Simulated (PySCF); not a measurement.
**SnH from Hartree–Fock to correlated methods**

State: ²Π (doublet), unpaired electrons π ↑. Set-up: basis Sn def2-TZVPPD with ECP28, H def2-TZVPPD; scalar-relativistic core potentials; PySCF 2.14. De refers to Sn + H in their high-spin ground configurations, without counterpoise correction. The functionals are run spin-unrestricted. A positive dipole means Sn(−)H(+).

| Level | Re (Å) | ωe (cm⁻¹) | De (eV) | μ (D) | CPU s a point (SCF and correlation, without the integrals) |
| --- | --- | --- | --- | --- | --- |
| UHF | 1.767 | 1794 | 1.74 | -0.37 | 0.74 |
| UHF-MP2 | 1.751 | 1795 | 2.44 | n/a | 1.2 |
| UHF-SCS-MP2 | 1.758 | 1775 | 2.56 | n/a | n/a |
| UHF-CCSD | 1.763 | 1747 | 2.63 | n/a | n/a |
| UHF-CCSD(T) | 1.766 | 1731 | 2.66 | n/a | 30 |
| PBE | 1.797 | 1639 | 2.65 | -0.66 | 0.92 |
| r²SCAN | 1.777 | 1706 | 2.68 | -0.54 | 1.3 |
| M06-L | 1.792 | 1682 | 2.79 | -0.67 | 1.3 |
| r²SCANh | 1.772 | 1724 | 2.66 | -0.52 | 1.7 |
| B3LYP | 1.786 | 1681 | 2.75 | -0.67 | 1.4 |
| PBE0 | 1.778 | 1713 | 2.60 | -0.54 | 2 |
| M06 | 1.796 | 1677 | 2.87 | -0.81 | 1.6 |
| BHandHLYP | 1.768 | 1757 | 2.68 | -0.54 | 1.1 |
| CAM-B3LYP | 1.770 | 1737 | 2.75 | -0.56 | 4.8 |

The bond length runs from 1.751 Å (UHF-MP2) to 1.797 Å (PBE). De spans 1.74 eV (UHF, mean field) to 2.87 eV (M06, hybrid meta-GGA). Correlation at CCSD(T) changes the Hartree–Fock bond energy by +0.92 eV; the triples alone change it by +0.03 eV.

Correlated steps freeze 4 core orbitals. Spin–orbit coupling is left out, which matters for elements this heavy, above all for dissociation energies. The state was picked by a PBE0 search and need not be the measured ground state.

The whole job (state search and all levels along the bond) took about 8.5 min on 1 thread of Intel Xeon Platinum 8259CL @ 2.50GHz (shared host), peak memory 1.4 GiB.
